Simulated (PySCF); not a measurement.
Predicted spectroscopic data

- GFN2-xTB structure
- NMR shieldings at PBE0/pcSseg-1/GIAO
- run in PySCF
- a single conformation, in vacuum, non-relativistic, rapidly exchanging positions averaged

δ = σ(ref) − σ, references computed at the same level: TMS for $^{1}$H and $^{13}$C. Splittings of carbon signals by F and P are missing where no couplings were computed. Where no couplings were computed, multiplicities follow the n + 1 count of equivalent neighbours, and m marks all less simple cases (inequivalent or close neighbours, rings, F or P nearby). Shifts are as computed. Against solution values, carbons near 30 ppm lie about +3 ppm off and those near 130 ppm about +5 ppm. Of 1211 compounds with measured shifts, 218 miss one by over three times the rms of a fit or turn the order of signals round; such compounds aren't used in these exercises.

**1.** `C1([SiH3])=C(C=C)[P@]1(=O)C(F)(F)F`, C₅H₆F₃OPSi. $^{1}$H NMR (600 MHz, computed): δ 7.07 (m, 1H), 6.60 (m, 1H), 6.46 (m, 1H), 4.47 (m, 3H). $^{13}$C{$^{1}$H} NMR (computed): δ 187.0 (C), 166.7 (C), 144.9 (CH2), 131.6 (C), 131.0 (CH).

**2.** `CC(C)[C@@H]1C[C@]1([SiH3])C(=O)F`, C₇H₁₃FOSi. $^{1}$H NMR (600 MHz, computed): δ 4.02 (s, 3H), 1.59 (m, 1H), 1.58 (m, 1H), 1.16 (m, 1H), 1.14 (d, 3H), 1.12 (m, 1H), 1.06 (d, 3H). $^{13}$C{$^{1}$H} NMR (computed): δ 176.6 (C), 41.0 (CH), 33.3 (CH), 24.5 (CH3), 24.4 (CH3), 23.3 (CH2), 13.6 (C).

**3.** `C=C(C)/C=C(\C)O[SiH2]CF`, C₇H₁₃FOSi. $^{1}$H NMR (600 MHz, computed): δ 5.39 (s, 1H), 5.09 (m, 2H), 5.03 (m, 2H), 4.95 (m, 1H), 4.95 (m, 1H), 2.31 (s, 3H), 2.05 (s, 3H). $^{13}$C{$^{1}$H} NMR (computed): δ 158.0, 147.3, 119.5, 115.7, 76.3, 24.4, 23.3.
